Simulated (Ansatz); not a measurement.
Ansatz (a program for electronic structure) input (CCSD(T)/6-31G):

Ansatz 0.2 input:
```yaml
crystal:
  periodic: [false, false, false]
  atoms:
    - {symbol: Si, position_ang: [-0.00210251, -0.00002774, 0.00006766]}
    - {symbol: F, position_ang: [0.44536853, 1.41147324, -0.55833048]}
    - {symbol: F, position_ang: [0.45276099, -1.10838377, -1.03372633]}
    - {symbol: F, position_ang: [0.82601117, -0.24642141, 1.32764741]}
    - {symbol: C, position_ang: [-1.79383550, -0.05853278, 0.27330117]}
    - {symbol: H, position_ang: [-2.36196198, 0.81593085, 0.56480799]}
    - {symbol: H, position_ang: [-2.36285624, -0.97435851, 0.17412243]}
basis:
  gaussian:
    orbitals: 6-31G
magnetization: {spin_polarized: true, initial_magnetization: 1}
correlation: {method: ccsd_t, electrons: outside_noble_gas}
```

Output:

```
Functional definition: HF
integrals: 0.03 GiB planned
556 factors; integrals over basis functions are off by at most 2.6e-4 eV
0.41 GiB of device memory are held for the factors and their scratch space
mean field: 0.17 GiB planned
mean field evaluation 1: about -17038.7023 eV, gradient 2.6e1 eV
mean field evaluation 2: about -17038.7084 eV, gradient 2.6e1 eV
mean field evaluation 4: about -17041.3570 eV, gradient 1.6e0 eV
mean field evaluation 8: about -17041.3898 eV, gradient 1.8e-3 eV
mean field evaluation 16: about -17041.3450 eV, gradient 1.6e0 eV
mean field -17041.38981158 eV, -626.2595245068 hartree, gradient 1.2e-6 eV, S^2 0.759851; 0 other end points of the search recorded, 0 dependent functions left out
9 core orbitals not correlated
reference -17041.38981158 eV, -626.2595245068 hartree; 16, 15 occupied and 28, 29 virtual orbitals, 556 factors
second order -13.17473690 eV of doubles, -0.00000000 eV of singles
coupled cluster: 0.26 GiB planned
cycle   1  -13.02255231 eV  change    1.5e-1 eV  update   9.6e-2
cycle   2  -13.38579539 eV  change   -3.6e-1 eV  update   2.8e-2
cycle   3  -13.50110310 eV  change   -1.2e-1 eV  update   1.5e-2
cycle   4  -13.50434449 eV  change   -3.2e-3 eV  update   3.7e-3
cycle   5  -13.50366745 eV  change    6.8e-4 eV  update   1.8e-3
cycle   6  -13.50422827 eV  change   -5.6e-4 eV  update   5.9e-4
cycle   7  -13.50447223 eV  change   -2.4e-4 eV  update   1.9e-4
cycle   8  -13.50453352 eV  change   -6.1e-5 eV  update   6.2e-5
cycle   9  -13.50456217 eV  change   -2.9e-5 eV  update   2.1e-5
perturbative correction -0.19367731 eV, -0.0071175100 hartree
Total energy: -17055.08805106 eV, -626.7629255227 hartree
```

It need not be the lowest isomer of its formula.
